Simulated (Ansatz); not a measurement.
Species: CH6NSi (charge 0, doublet). It need not be the lowest isomer of its formula. 
Coordinates optimised at B3LYP-D3(BJ)/def2-TZVP (Ansatz, an electronic-structure program):
```
N
H 1 1.0096
C 1 1.4542 2 113.37
H 3 1.0908 1 109.38 2 -175.21
H 3 1.0929 4 107.56 1 -120.24
H 3 1.0956 4 107.79 5 -116.47
Si 1 1.7278 2 117.78 3 158.53
H 7 1.4918 1 106.33 2 39.35
H 7 1.4931 8 110.56 1 -115.40
```
Charge 0, spin multiplicity 2.

Wanted: atomisation energy (electronic, to ground-state atoms), in kcal/mol. Correlated levels leave the core frozen unless marked. UHF or UKS for open shells. Spin-orbit coupling is left out. Non-relativistic. The coupled-cluster limit lacks core correlation, which all-electron functionals hold. CBS marks a two-point X^-3 extrapolation of the correlation energy; Hartree-Fock from the larger set.

```
level                           program  atomisation energy (kcal/mol)
-----------------------  --------------  -----------------------------
HF/aug-cc-pV(Q+d)Z               Ansatz                          515.9
LC-wPBE-D4/def2-TZVPD    Ansatz + dftd4                          709.2
MP2/cc-pV(T+d)Z                  Ansatz                          689.4
SCS-MP2/aug-cc-pV(D+d)Z          Ansatz                          660.5
```

Q: Estimate the value at CCSD(T)/CBS(aug-cc-pV(T+d)Z,aug-cc-pV(Q+d)Z) as computed with Ansatz.

A: 707.9 kcal/mol, so SCS-MP2/aug-cc-pV(D+d)Z differs from it by -47.4 kcal/mol.
